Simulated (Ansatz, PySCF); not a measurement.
This PySCF input computes a BLYP/def2-TZVPD energy:

```python
from pyscf import gto, scf, dft

mol = gto.M(
    atom='''
    Sn   -0.00000000   -0.00000000   -0.27417323
    O     0.00000000    0.00000000    1.71358267
    ''',
    basis='def2-tzvpd',
    ecp='def2-tzvp',
    charge=1,
    spin=1,
    symmetry='C2v',
    verbose=4,
)

mf = dft.UKS(mol, xc='blyp').density_fit(auxbasis='def2-universal-jkfit')
mf.grids.level = 3
mf.conv_tol = 1e-9
mf.max_cycle = 100
mf.max_memory = 1500
mf.kernel()
if not mf.converged:
    mf = mf.newton()
    mf.kernel(mf.make_rdm1())
mf.analyze()
```

Task: Write an input for the same energy in Ansatz (a program for electronic structure) and say what it gives.

Result: 
Ansatz 0.2 input:
```yaml
crystal:
  periodic: [false, false, false]
  atoms:
    - {symbol: Sn, position_ang: [-0.00000000, -0.00000000, -0.27417323]}
    - {symbol: O, position_ang: [0.00000000, 0.00000000, 1.71358267]}
basis:
  gaussian:
    orbitals: def2-TZVPD
hamiltonian:
  xc: {name: BLYP}
total_charge: 1
magnetization: {spin_polarized: true, initial_magnetization: 1}
output: {forces: true}
```
It gives -289.16306 Eh, and PySCF -289.16309 Eh, a difference of 0.03 mEh, from the treatment of integrals and grids.
